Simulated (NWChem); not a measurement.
System: TiCl3, doublet; SMILES [Cl][Ti]([Cl])[Cl]

NWChem input:

```
start job
memory heap 200 mb stack 900 mb global 1100 mb
geometry units angstroms noautoz
  Ti     0.007348     0.019724     0.012286
  Cl     2.125685    -0.256932    -0.447029
  Cl    -0.871696    -0.977472     1.744166
  Cl    -1.239835     1.289857    -1.255157
end
basis spherical
  * library sto-3g
end
dft
  odft
  mult 2
  xc b3lyp
  iterations 150
  mulliken
end
task dft gradient
```

NWChem printed, in part:

```
             Northwest Computational Chemistry Package (NWChem) 7.3.0
             --------------------------------------------------------

 CS  symmetry detected

                             Geometry "geometry" -> ""
                             -------------------------

 Output coordinates in angstroms (scale by  1.889725989 to convert to a.u.)

  No.       Tag          Charge          X              Y              Z
 ---- ---------------- ---------- -------------- -------------- --------------
    1 Ti                  22.0000     0.00188756    -0.00134490     0.00000000
    2 Cl                  17.0000     0.76973720    -2.04713742     0.00000000
    3 Cl                  17.0000    -2.15217731     0.35436667     0.00000000
    4 Cl                  17.0000     1.37999740     1.69451121     0.00000000

 Effective nuclear repulsion energy (a.u.)     393.0479096678

      Symmetry information
      --------------------

 Group name             Cs
 Group number              2
 Group order               2
 No. of unique centers     4

                                 NWChem DFT Module
                                 -----------------

 Summary of "ao basis" -> "ao basis" (spherical)
 ------------------------------------------------------------------------------
       Tag                 Description            Shells   Functions and Types
 ---------------- ------------------------------  ------  ---------------------
 Ti                          sto-3g                  8       18   4s3p1d
 Cl                          sto-3g                  5        9   3s2p

      Symmetry analysis of basis
      --------------------------

        a'         34
        a"         11

            General Information
            -------------------
          SCF calculation type: DFT
          Wavefunction type:  spin polarized.
          No. of atoms     :     4
          No. of electrons :    73
           Alpha electrons :    37
            Beta electrons :    36
          Charge           :     0
          Spin multiplicity:     2
          Use of symmetry is: on ; symmetry adaption is: on
          Maximum number of iterations: 150
          AO basis - number of functions:    45
                     number of shells:    23
          Convergence on energy requested:  1.00D-06
          Convergence on density requested:  1.00D-05
          Convergence on gradient requested:  5.00D-04

              XC Information
              --------------
                         B3LYP Method XC Potential
                     Hartree-Fock (Exact) Exchange  0.200
                        Slater Exchange Functional  0.800 local
                    Becke 1988 Exchange Functional  0.720 non-local
              Lee-Yang-Parr Correlation Functional  0.810
                  VWN I RPA Correlation Functional  0.190 local

             Grid Information
             ----------------
          Grid used for XC integration:  medium
          Radial quadrature: Mura-Knowles
          Angular quadrature: Lebedev.
          Tag              B.-S. Rad. Rad. Pts. Rad. Cut. Ang. Pts.
          ---              ---------- --------- --------- ---------
          Ti                  1.40      112           7.0       590
          Cl                  1.00       88           9.0       590
          Grid pruning is: on
          Number of quadrature shells:   376
          Spatial weights used:  Erf1

      Superposition of Atomic Density Guess
      -------------------------------------

 Sum of atomic energies:       -2203.19614130

      Non-variational initial energy
      ------------------------------

 Total energy =   -2203.178439
 1-e energy   =   -3822.993670
 2-e energy   =    1226.767320
 HOMO         =       0.129096
 LUMO         =       0.307515

   Symmetry analysis of molecular orbitals - initial alpha
   -------------------------------------------------------

  Numbering of irreducible representations:

     1 a'          2 a"

  Orbital symmetries:

     1 a'          2 a'          3 a'          4 a'          5 a'
     6 a'          7 a'          8 a"          9 a'         10 a'
    11 a'         12 a'         13 a'         14 a'         15 a"
    16 a'         17 a'         18 a"         19 a"         20 a'
    21 a'         22 a'         23 a'         24 a"         25 a'
    26 a'         27 a'         28 a'         29 a'         30 a'
    31 a'         32 a'         33 a"         34 a"         35 a"
    36 a'         37 a'         38 a"         39 a"         40 a'
    41 a'         42 a"         43 a'         44 a'         45 a'

   Symmetry analysis of molecular orbitals - initial beta
   ------------------------------------------------------

  Numbering of irreducible representations:

     1 a'          2 a"

  Orbital symmetries:

     1 a'          2 a'          3 a'          4 a'          5 a'
     6 a'          7 a'          8 a"          9 a'         10 a'
    11 a'         12 a'         13 a'         14 a'         15 a"
    16 a'         17 a'         18 a"         19 a"         20 a'
    21 a'         22 a'         23 a'         24 a"         25 a'
    26 a'         27 a'         28 a'         29 a'         30 a'
    31 a'         32 a'         33 a"         34 a"         35 a"
    36 a'         37 a'         38 a"         39 a"         40 a'
    41 a'         42 a"         43 a'         44 a'         45 a'

     ---------------------------------------------
      Total Density - Mulliken Population Analysis
     ---------------------------------------------

    Atom       Charge   Shell Charges
 -----------   ------   -------------------------------------------------------
    1 Ti  22    20.06   2.00  2.00  5.99  2.02  5.84  1.03  0.48  0.71
    2 Cl  17    17.65   2.00  2.00  5.99  1.99  5.67
    3 Cl  17    17.65   2.00  2.00  5.99  1.99  5.67
    4 Cl  17    17.65   2.00  2.00  5.99  1.99  5.67

     --------------------------------------------
      Spin Density - Mulliken Population Analysis
     --------------------------------------------

    Atom       Charge   Shell Charges
 -----------   ------   -------------------------------------------------------
    1 Ti  22     0.88   0.00  0.00  0.00 -0.01  0.00  0.57  0.00  0.32
    2 Cl  17     0.04   0.00  0.00  0.00  0.00  0.03
    3 Cl  17     0.04   0.00  0.00  0.00  0.01  0.03
    4 Cl  17     0.04   0.00  0.00  0.00  0.00  0.03

   convergence    iter        energy       DeltaE   RMS-Dens  Diis-err
 ---------------- ----- ----------------- --------- --------- ---------
 d= 0,ls=0.0,diis     1  -2206.1932157105 -2.60D+03  6.14D-02  2.98D-01
                                                     6.25D-02  2.55D-01
 d= 0,ls=0.0,diis     2  -2201.2929247742  4.90D+00  3.77D-02  9.11D+00
                                                     5.00D-02  8.90D+00
 d= 0,ls=0.0,diis     3  -2206.4786872864 -5.19D+00  4.53D-03  3.87D-02
                                                     4.67D-03  4.18D-02
 d= 0,ls=0.0,diis     4  -2206.5088595674 -3.02D-02  8.76D-04  2.48D-04
                                                     5.89D-04  3.25D-04
 d= 0,ls=0.0,diis     5  -2206.5091447928 -2.85D-04  1.38D-04  5.09D-06
                                                     3.42D-05  1.90D-06
  Resetting Diis
 d= 0,ls=0.0,diis     6  -2206.5091487330 -3.94D-06  2.53D-05  1.40D-07
                                                     1.71D-05  8.14D-08
 d= 0,ls=0.0,diis     7  -2206.5091488786 -1.46D-07  1.13D-05  2.24D-08
                                                     9.70D-06  1.94D-08
 d= 0,ls=0.0,diis     8  -2206.5091488939 -1.53D-08  4.50D-06  1.17D-08
                                                     4.45D-06  1.23D-08

         Total DFT energy =    -2206.509148893904
      One electron energy =    -3819.953030677455
           Coulomb energy =     1346.635519263844
    Exchange-Corr. energy =     -126.239547148120
 Nuclear repulsion energy =      393.047909667827

 Numeric. integr. density =       73.000000053661

                  Occupations of the irreducible representations
                  ----------------------------------------------

                     irrep           alpha         beta
                     --------     --------     --------
                     a'               29.0         28.0
                     a"                8.0          8.0

                    DFT Final Alpha Molecular Orbital Analysis
                    ------------------------------------------

 Vector   35  Occ=1.000000D+00  E=-2.973948D-01  Symmetry=a"
              MO Center=  9.3D-01,  4.8D-01, -2.1D-16, r^2= 4.1D+00
   Bfn.  Coefficient  Atom+Function         Bfn.  Coefficient  Atom+Function
  ----- ------------  ---------------      ----- ------------  ---------------
    45      0.777135  4 Cl pz                27     -0.521449  2 Cl pz
    15      0.223258  1 Ti d -1              41     -0.215877  4 Cl pz
    36     -0.211454  3 Cl pz                23      0.144821  2 Cl pz
    17     -0.109101  1 Ti d  1              32      0.058712  3 Cl pz

 Vector   36  Occ=1.000000D+00  E=-2.762985D-01  Symmetry=a'
              MO Center=  8.0D-03,  4.1D-03,  1.7D-19, r^2= 5.7D+00
   Bfn.  Coefficient  Atom+Function         Bfn.  Coefficient  Atom+Function
  ----- ------------  ---------------      ----- ------------  ---------------
    35     -0.584397  3 Cl py                25      0.557072  2 Cl px
    43     -0.464539  4 Cl px                44      0.374461  4 Cl py
    26      0.207367  2 Cl py                31      0.161166  3 Cl py
    21     -0.153644  2 Cl px                39      0.128129  4 Cl px
    40     -0.103275  4 Cl py                34     -0.097262  3 Cl px

 Vector   37  Occ=1.000000D+00  E=-1.488673D-01  Symmetry=a'
              MO Center=  2.2D-03, -1.5D-03, -1.7D-15, r^2= 1.5D+00
   Bfn.  Coefficient  Atom+Function         Bfn.  Coefficient  Atom+Function
  ----- ------------  ---------------      ----- ------------  ---------------
    16      0.807224  1 Ti d  0              10      0.675841  1 Ti s
     6     -0.247326  1 Ti s                 34     -0.095719  3 Cl px
    26     -0.091045  2 Cl py                 2      0.087355  1 Ti s
    24     -0.082930  2 Cl s                 33     -0.083044  3 Cl s
    42     -0.082895  4 Cl s                 44      0.075995  4 Cl py

 Vector   38  Occ=0.000000D+00  E= 1.301781D-02  Symmetry=a"
              MO Center= -7.7D-02,  6.0D-02, -3.1D-15, r^2= 1.6D+00
   Bfn.  Coefficient  Atom+Function         Bfn.  Coefficient  Atom+Function
  ----- ------------  ---------------      ----- ------------  ---------------
    17      0.975919  1 Ti d  1              36     -0.313745  3 Cl pz
    45      0.225048  4 Cl pz                27      0.088678  2 Cl pz
    15     -0.081901  1 Ti d -1              32      0.080668  3 Cl pz
    41     -0.057870  4 Cl pz

 Vector   39  Occ=0.000000D+00  E= 1.322318D-02  Symmetry=a"
              MO Center=  8.2D-02, -6.4D-02,  1.5D-14, r^2= 1.6D+00
   Bfn.  Coefficient  Atom+Function         Bfn.  Coefficient  Atom+Function
  ----- ------------  ---------------      ----- ------------  ---------------
    15      0.975866  1 Ti d -1              27      0.311539  2 Cl pz
    45     -0.232544  4 Cl pz                17      0.081902  1 Ti d  1
    23     -0.080107  2 Cl pz                36     -0.078935  3 Cl pz
    41      0.059800  4 Cl pz

 Vector   40  Occ=0.000000D+00  E= 4.065678D-02  Symmetry=a'
              MO Center=  2.7D-01,  1.8D-01,  2.7D-15, r^2= 1.9D+00
   Bfn.  Coefficient  Atom+Function         Bfn.  Coefficient  Atom+Function
  ----- ------------  ---------------      ----- ------------  ---------------
    18      0.896595  1 Ti d  2              11      0.346414  1 Ti px
    43     -0.309892  4 Cl px                25     -0.270828  2 Cl px
    44      0.220771  4 Cl py                12     -0.208120  1 Ti py
     7     -0.185785  1 Ti px                35      0.170143  3 Cl py
    34     -0.145594  3 Cl px                 8      0.111683  1 Ti py

                     DFT Final Beta Molecular Orbital Analysis
                     -----------------------------------------

 Vector   34  Occ=1.000000D+00  E=-2.978633D-01  Symmetry=a"
              MO Center= -1.5D-01, -9.4D-01, -1.5D-16, r^2= 4.4D+00
   Bfn.  Coefficient  Atom+Function         Bfn.  Coefficient  Atom+Function
  ----- ------------  ---------------      ----- ------------  ---------------
    27      0.749886  2 Cl pz                36     -0.563987  3 Cl pz
    45      0.237837  4 Cl pz                23     -0.208284  2 Cl pz
    17     -0.184715  1 Ti d  1              32      0.156407  3 Cl pz
    15     -0.115870  1 Ti d -1              41     -0.066151  4 Cl pz
    13      0.055017  1 Ti pz                 9     -0.036389  1 Ti pz

 Vector   35  Occ=1.000000D+00  E=-2.977507D-01  Symmetry=a"
              MO Center=  9.7D-01,  7.9D-01,  3.5D-16, r^2= 3.7D+00
   Bfn.  Coefficient  Atom+Function         Bfn.  Coefficient  Atom+Function
  ----- ------------  ---------------      ----- ------------  ---------------
    45      0.831712  4 Cl pz                27     -0.438429  2 Cl pz
    36     -0.231856  3 Cl pz                41     -0.230911  4 Cl pz
    15      0.193536  1 Ti d -1              23      0.121644  2 Cl pz
    17     -0.114083  1 Ti d  1              32      0.064301  3 Cl pz

 Vector   36  Occ=1.000000D+00  E=-2.772000D-01  Symmetry=a'
              MO Center=  8.3D-03,  4.2D-03,  3.5D-18, r^2= 5.7D+00
   Bfn.  Coefficient  Atom+Function         Bfn.  Coefficient  Atom+Function
  ----- ------------  ---------------      ----- ------------  ---------------
    35     -0.584313  3 Cl py                25      0.557080  2 Cl px
    43     -0.464604  4 Cl px                44      0.374505  4 Cl py
    26      0.207364  2 Cl py                31      0.161144  3 Cl py
    21     -0.153648  2 Cl px                39      0.128148  4 Cl px
    40     -0.103288  4 Cl py                34     -0.097249  3 Cl px

 Vector   37  Occ=0.000000D+00  E= 1.902088D-03  Symmetry=a'
              MO Center=  2.9D-03, -1.9D-03, -6.5D-15, r^2= 1.7D+00
   Bfn.  Coefficient  Atom+Function         Bfn.  Coefficient  Atom+Function
  ----- ------------  ---------------      ----- ------------  ---------------
    10      0.789437  1 Ti s                 16      0.739167  1 Ti d  0
     6     -0.274832  1 Ti s                 34     -0.139606  3 Cl px
    26     -0.132215  2 Cl py                24     -0.119523  2 Cl s
    33     -0.119636  3 Cl s                 42     -0.119493  4 Cl s
    44      0.110879  4 Cl py                 2      0.097681  1 Ti s

 Vector   38  Occ=0.000000D+00  E= 3.241987D-02  Symmetry=a"
              MO Center= -6.6D-02,  5.2D-02, -1.9D-15, r^2= 1.5D+00
   Bfn.  Coefficient  Atom+Function         Bfn.  Coefficient  Atom+Function
  ----- ------------  ---------------      ----- ------------  ---------------
    17      0.981210  1 Ti d  1              36     -0.296078  3 Cl pz
    45      0.212569  4 Cl pz                15     -0.084714  1 Ti d -1
    27      0.082693  2 Cl pz                32      0.075754  3 Cl pz
    41     -0.054397  4 Cl pz

[...]

                         DFT ENERGY GRADIENTS

    atom               coordinates                        gradient
                 x          y          z           x          y          z
   1 Ti      0.003567  -0.002541   0.000000   -0.000565  -0.000046   0.000000
   2 Cl      1.454592  -3.868529   0.000000    0.003039  -0.008362   0.000000
   3 Cl     -4.067025   0.669656   0.000000   -0.007990   0.001379   0.000000
   4 Cl      2.607817   3.202162   0.000000    0.005516   0.007029   0.000000
```

Level: B3LYP/STO-3G, spin-unrestricted. Structure relaxed at the PBE0/def2-SVP, spin-unrestricted level. No stability test was run on the SCF state.
